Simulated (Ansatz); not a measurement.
Geometry optimisation, RKS r2SCANh/STO-3G in Ansatz 0.2.0.

Input file:

```yaml
crystal:
  periodic: [false, false, false]
  atoms:
    - { symbol: C, position_ang: [2.2416, 0.0703, -0.2453] }
    - { symbol: C, position_ang: [0.9555, -0.6512, 0.2253] }
    - { symbol: O, position_ang: [0.719, -1.7619, -0.6673] }
    - { symbol: Si, position_ang: [-0.5175, 0.4801, 0.4388] }
    - { symbol: C, position_ang: [-1.0851, 1.2067, -1.2073] }
    - { symbol: C, position_ang: [-1.9864, -0.5063, 1.1761] }
    - { symbol: H, position_ang: [2.4622, 0.9596, 0.4035] }
    - { symbol: H, position_ang: [2.0871, 0.5151, -1.2807] }
    - { symbol: H, position_ang: [3.0666, -0.5335, -0.2545] }
    - { symbol: H, position_ang: [1.1724, -1.0631, 1.2416] }
    - { symbol: H, position_ang: [1.5492, -2.3061, -0.6169] }
    - { symbol: H, position_ang: [-0.2224, 1.5746, 1.401] }
    - { symbol: H, position_ang: [-0.3286, 1.8521, -1.6189] }
    - { symbol: H, position_ang: [-1.3538, 0.446, -1.9012] }
    - { symbol: H, position_ang: [-1.9692, 1.8375, -1.071] }
    - { symbol: H, position_ang: [-2.8623, 0.1389, 1.3544] }
    - { symbol: H, position_ang: [-1.6841, -0.9186, 2.1423] }
    - { symbol: H, position_ang: [-2.2817, -1.3287, 0.5319] }
basis:
  gaussian: { orbitals: STO-3G }
hamiltonian:
  xc: r2scanh
relax:
  f_tol: 0.02
  max_steps: 40
scf:
  lower_state_search: "off"
output:
  orbitals: {}
```

Run as:

```bash
$ ansatz run input.yaml --threads 1 --pin off --max-ram 2048MiB --backend cpu --events-out ev --progress --plain --runs-dir out
```

Q: Where does it end, and by what steps?

A: The forces met the threshold. Limits of this set-up: minimal basis. After 6 steps the energy has fallen by 0.443 eV; O3 moved furthest, 0.15 Å.

```csv
step,energy less start (eV),largest force component (eV/Å),accepted
0,0.0000,4.893,yes
1,-0.4094,0.404,yes
2,-0.4406,0.074,yes
3,-0.4423,0.050,yes
4,-0.4431,0.024,yes
5,-0.4387,0.282,no
6,-0.4433,0.004,yes
```

```xyz
18
Properties=species:S:1:pos:R:3
C 2.208 0.136 -0.254
C 0.961 -0.641 0.272
O 0.574 -1.726 -0.639
Si -0.560 0.481 0.467
C -1.043 1.193 -1.192
C -1.969 -0.509 1.193
H 2.480 0.945 0.435
H 2.010 0.572 -1.241
H 3.072 -0.536 -0.347
H 1.233 -1.050 1.271
H 1.437 -2.272 -0.687
H -0.205 1.553 1.370
H -0.253 1.829 -1.599
H -1.233 0.396 -1.916
H -1.950 1.798 -1.115
H -2.868 0.103 1.307
H -1.709 -0.906 2.177
H -2.220 -1.356 0.549
```

Whether the end is a true minimum wasn't checked by a vibrational analysis.

Time of the run: 18 s on 1 thread of Intel(R) Xeon(R) 6975P-C (Granite Rapids) (shared host), peak memory 0.14 GiB.
